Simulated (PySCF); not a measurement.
## Unknowns

Method: σ from GIAO-PBE0/pcSseg-1, GFN2-xTB geometry, in PySCF 2.14 (one conformer, rapidly exchanging positions averaged, relativity neglected, in vacuum).

δ = σ(ref) − σ, references computed at the same level: 1H (31.72 ppm), 13C (186.93 ppm) vs TMS. Where no couplings were computed, multiplicities follow the n + 1 count of equivalent neighbours, and m marks all less simple cases (inequivalent or close neighbours, rings, F or P nearby). Shifts are as computed. Against solution values, carbons near 30 ppm lie about +3 ppm off and those near 130 ppm about +5 ppm; carbons on Cl a further +6 ppm. Of 1309 compounds with measured shifts, 239 miss one by over three times the rms of a fit or turn the order of signals round; such compounds aren't used in these exercises. Carbons bonded to Cl come out too deshielded.

**Question.** C6H11NOSi. 1H NMR (400 MHz, computed): δ 5.55 (q, 1H), 4.86 (t, 2H), 2.13 (d, 3H), 1.22 (m, 2H), 0.98 (t, 3H). 13C{1H} NMR (computed): δ 135.5, 126.6, 119.0, 17.2, 8.7, 6.4. Give a structure.

**Answer.** SMILES C/C=C(\C#N)O[SiH2]CC. Rings plus π bonds: 3 (no ring in the answer). 6 carbon signals for 6 carbons: no two carbons are equivalent. Carbon types of the structure: 2 × C, 1 × CH, 1 × CH2, 2 × CH3, leaving 2 H on heteroatoms. δC 135.5: alkene carbon bearing oxygen; an sp2 carbon further deshielded by the attached heteroatom. δC 126.6: β carbon of an enol-ether or enamine type C=C. δC 119.0: nitrile carbon; typical of a nitrile. δH 5.55: hydrogen on a β carbon of an enol-ether or enamine type C=C; attached to an sp2 carbon and in the plane of the double bond.

The shifts were computed for this structure.

**Question.** C6H5ClOSi. 1H NMR (400 MHz, computed): δ 7.48 (s, 1H), 5.84 (s, 1H), 5.03 (s, 2H), 2.80 (s, 1H). 13C{1H} NMR (computed): δ 174.7 (CH), 158.0 (C), 123.7 (CH), 93.4 (C), 90.1 (CH), 81.5 (C). Identify the compound.

**Answer.** SMILES C#CC1=CO/C(=C\Cl)[SiH2]1. Rings plus π bonds: 5 (1 ring in the answer). 6 carbon signals for 6 carbons: no two carbons are equivalent. Carbon types of the structure: 3 × C, 3 × CH, leaving 2 H on heteroatoms. δC 174.7, 158.0: alkene carbon bearing oxygen; an sp2 carbon further deshielded by the attached heteroatom. δC 123.7, 93.4: β carbon of an enol-ether or enamine type C=C. δC 90.1: terminal alkyne carbon; the triple bond shields along its axis, which puts it between sp3 and sp2 carbons. δC 81.5: alkyne carbon; sp carbons lie upfield of alkene carbons because the cylindrical π system leaves one tensor component strongly shielded.

The shifts were computed for this structure.
